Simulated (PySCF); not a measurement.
Re(O)3(Me) (CH3O3Re), SMILES [CH3][Re](=[O])(=[O])=[O], multiplicity 1. Atoms are numbered in the order given.

```xyz
8

Re     0.0000     0.0000    -0.0755
O     -1.4207    -0.8202    -0.5575
O      0.0000     1.6404    -0.5575
O      1.4207    -0.8202    -0.5575
C      0.0000     0.0000     1.9954
H     -0.9012     0.5203     2.3581
H      0.9012     0.5203     2.3581
H      0.0000    -1.0406     2.3581
```
Charge 0, spin multiplicity 1.

Geometry: r2SCAN-D4/def2-SVP. The spin state was assumed, not searched. The isomer is the one that the SMILES or the coordinates give; other isomers of the formula were not compared. The def2 effective core potentials stand for the cores of Re; spin–orbit coupling is left out.

Level of theory: PBE/def2-TZVP (PySCF).

ESP charges are fitted to the potential on shells at 1.4 to 2.0 van der Waals radii. Atomic charges (e):

```csv
atom,Mulliken,Löwdin,ESP fit
Re1,1.26,0.81,1.29
O2,-0.40,-0.25,-0.40
O3,-0.40,-0.25,-0.40
O4,-0.40,-0.25,-0.40
C5,-0.60,-0.49,-0.80
H6,0.18,0.14,0.24
H7,0.18,0.14,0.24
H8,0.18,0.14,0.24
```
